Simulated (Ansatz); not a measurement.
Breaking the C3–H4 bond in CH4Be (SMILES [BeH][CH3]) (multiplicity 1 held, fragments rigid). Energies count from the point at 1.095 Å.
Geometry at that point (charge 0, multiplicity 1):
| atom | x (Å) | y (Å) | z (Å) |
|---|---|---|---|
| Be | -0.9385 | -0.4948 | -0.1342 |
| H | -2.1072 | -1.1109 | -0.3012 |
| C | 0.5312 | 0.2800 | 0.0759 |
| H | 1.0155 | -0.0062 | 1.0158 |
| H | 0.4218 | 1.3697 | 0.0949 |
| H | 1.2371 | 0.0463 | -0.7283 |

Signs of static correlation in cc-pVTZ, with CASSCF(2,2), from Ansatz (an electronic-structure program) runs.

| R (Å) | T1 of restricted CCSD | ⟨S²⟩ of UHF | largest double amplitude of restricted CCSD | weight of the CASSCF reference in MRCISD | CASSCF natural occupations |
|---|---|---|---|---|---|
| 0.876 | 0.008 | 0.000 | 0.031 | 0.921 | 1.99 0.01 |
| 0.986 | 0.008 | 0.000 | 0.031 | 0.920 | 1.99 0.01 |
| 1.095 | 0.008 | 0.000 | 0.031 | 0.920 | 1.98 0.02 |
| 1.205 | 0.009 | 0.000 | 0.032 | 0.919 | 1.98 0.02 |
| 1.314 | 0.009 | 0.000 | 0.031 | 0.919 | 1.97 0.03 |
| 1.479 | 0.012 | 0.000 | 0.034 | 0.919 | 1.94 0.06 |
| 1.643 | 0.015 | 0.000 | 0.046 | 0.918 | 1.91 0.09 |
| 1.917 | 0.023 | (withheld) | (withheld) | 0.919 | 1.83 0.17 |
| 2.191 | 0.034 | 0.800 | 0.238 | 0.919 | 1.71 0.29 |
| 2.519 | 0.051 | 0.927 | 0.380 | 0.920 | 1.54 0.46 |
| 2.957 | 0.074 | 0.986 | 0.562 | 0.920 | 1.33 0.67 |
| 3.505 | 0.096 | 1.006 | 0.742 | 0.921 | 1.16 0.84 |

Task: What belongs in the gaps?

Result: 
- 1.917, ⟨S²⟩ of UHF: 0.547
- 1.917, largest double amplitude of restricted CCSD: 0.124

Doubts at one or more of the structures used: a restricted determinant that unrestricted orbitals would lower (R-CCSD(T)/cc-pVTZ); other coupled-cluster roots lie near (R-CCSD(T)/cc-pVTZ); T1 above 0.05 (R-CCSD(T)/cc-pVTZ, U-CCSD(T)/cc-pVTZ); a spin-contaminated determinant (U-CCSD(T)/cc-pVTZ).
